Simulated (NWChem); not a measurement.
# CH₅FOSi; SMILES CO[SiH2]F

```xyz
9

Si    -0.5256     0.6564    -0.0474
F      0.8243     1.5548     0.0205
O     -0.2395    -0.8626     0.5107
C      0.5254    -1.8523    -0.1257
H     -0.9298     0.6218    -1.4804
H     -1.5341     1.2590     0.8521
H      1.6055    -1.6778     0.0157
H      0.2750    -2.8297     0.3130
H      0.3222    -1.9019    -1.2113
```
Atoms are numbered in this order, from 1.

All runs: NWChem. Coordinates come from a PBE0/def2-SVP optimisation. Level: PBE0/def2-SVP with SMD (1 M gas to 1 M solution), gas-phase geometry. Reactions with the solvent are ignored.

For solvent n-hexane:

```
Item                                         Result
-------------------------------------------  ------
solvation free energy (kcal/mol)               -1.5
cavity-dispersion-structure term (kcal/mol)    -0.3
dipole in solution (D)                         1.78
```

Task: Estimate the same quantities for solvent water.

Result: 
| Item | Value |
|---|---|
| solvation free energy (kcal/mol) | -0.1 |
| cavity-dispersion-structure term (kcal/mol) | 3.6 |
| dipole in solution (D) | 1.99 |
